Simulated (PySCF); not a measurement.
Si(Br)(SH) (BrHSSi), SMILES S[Si]Br (connectivity only; charge and spin as stated), neutral, multiplicity 1.

The structure is a stationary point at B3LYP-D3(BJ)/def2-TZVP. Other conformers were not sampled.

Level of theory: B3LYP/def2-TZVPD run with PySCF.

Gas-phase values at a fixed geometry.

| Quantity | Result |
|---|---|
| total energy | -3262.57899 hartree |
| point group | Cs |
| highest occupied level | -7.09 eV |
| lowest empty level | -2.85 eV |
| orbital gap | 4.24 eV |
| dipole moment | 1.88 D |
| quadrupole, principal values (traceless, Buckingham form, about the centre of nuclear charge) | -4.08, -0.88, 4.96 D·Å |
| mean static polarisability | 77.9 bohr³ (11.54 Å³) |
| polarisability, principal values | 57.3, 75.7, 100.6 bohr³ |
